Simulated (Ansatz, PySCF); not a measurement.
Si(F)3(NCO) (CF3NOSi), SMILES O=C=N[Si](F)(F)F.

Geometry: r2SCAN-D4/def2-SVP. Other conformers were not sampled.

Vertical ionisation energy (IE) and electron affinity (EA) in eV. Rows of orbital energies are one-electron estimates. Where ΔSCF, EOM or ADC give a negative EA the extra electron is unbound and the value depends on the basis.

```csv
level,IE,EA
"−ε(HOMO), −ε(LUMO), PBE0/def2-TZVP (PySCF)",9.94,0.14
"−ε(HOMO), −ε(LUMO), PBE/def2-TZVP (PySCF)",8.43,1.17
"ΔSCF, PBE0/def2-SVPD (Ansatz), final states of multiplicity 2 and 2",12.51,-0.94
"ΔSCF, PBE/def2-SVPD (Ansatz), final states of multiplicity 2 and 2",12.15,-0.75
```

### Question
What vertical singlet–triplet gap does ΔSCF give with PBE0/def2-SVPD (Ansatz, a quantum-chemistry and plane-wave program) and with PBE/def2-SVPD (Ansatz)? (The exact figures need the calculation; the answer reports its results.)

### Answer
6.76 and 6.68 eV (triplet above singlet where positive).
